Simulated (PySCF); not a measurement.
**Cu: ionisation energy**

Cu [Ar] 3d10 4s1 (2S) → Cu⁺ [Ar] 3d10 (1S), as a difference of total energies. Computed with PySCF 2.14 in aug-cc-pV5Z-PP with ECP10MDF (8s8p7d5f4g3h2i, 197 functions), with scalar relativity through the core potential. Correlated levels: valence: 3s2 3p6 frozen. The calculations carry no spin-orbit coupling.

| method | ionisation energy (eV) |
| --- | --- |
| UHF | 6.584 |
| LDA | 8.628 |
| PBE | 8.339 |
| PBE0 | 7.938 |
| r2SCAN | 8.282 |
| MP2 (valence) | 7.689 |
| SCS-MP2 (valence) | 7.519 |

Task: Which method comes closest to the reference value, and which is furthest?

Result: The reference is 7.726 eV (measured; NIST Atomic Spectra Database, ionization energies). Closest: MP2 (valence) (error -0.037 eV); furthest: UHF (error -1.142 eV).
